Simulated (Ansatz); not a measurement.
Basis sets compared for the cluster Mg5⁻. The state is a doublet with charge -1. Geometry B3LYP/def2-SVPD. Ansatz on 4 threads of Arm Neoverse V2 on a shared host; times are rough, and most runs start from earlier orbitals.

```xyz
5

Mg    1.549    1.734   -2.526
Mg   -3.038   -1.485    0.598
Mg   -0.577    0.093   -0.752
Mg    2.268    0.642    0.492
Mg   -0.202   -0.984    2.188
```

B3LYP takes the VWN-RPA correlation. At PBE/def2-SVPD, PBE/def2-TZVPD, B3LYP/6-31G, B3LYP/def2-TZVPD the highest occupied level of the charge -1 doublet lies above zero (up to 0.13 eV). By energy differences its removal costs 1.37 eV (vertical, to the charge 0 singlet, at PBE/def2-TZVPD); a positive level beside a positive removal energy at the same level points to self-interaction error. The structure comes from a short search, and lower isomers may exist.

```tsv
level	functions	energy (Eh)	HOMO (eV)	LUMO (eV)	wall time
PBE/def2-SVPD	105	-999.4602	0.10	0.59	2.6 s
B3LYP/6-31G	65	-1000.4301	0.08	1.17	3.4 s
PBE0/def2-SVPD	105	-999.5406	-0.37	1.03	6.5 s
```

**Question.** Estimate the rows for PBE/def2-TZVPD, B3LYP/def2-TZVPD, PBE0/def2-TZVPD.

**Answer.** 
```csv
level,functions,energy (Eh),HOMO (eV),LUMO (eV),wall time
PBE/def2-TZVPD,175,-999.8107,0.13,0.62,3.7 s
B3LYP/def2-TZVPD,175,-1000.5060,0.00,1.08,7 s
PBE0/def2-TZVPD,175,-999.8911,-0.33,1.07,11 s
```
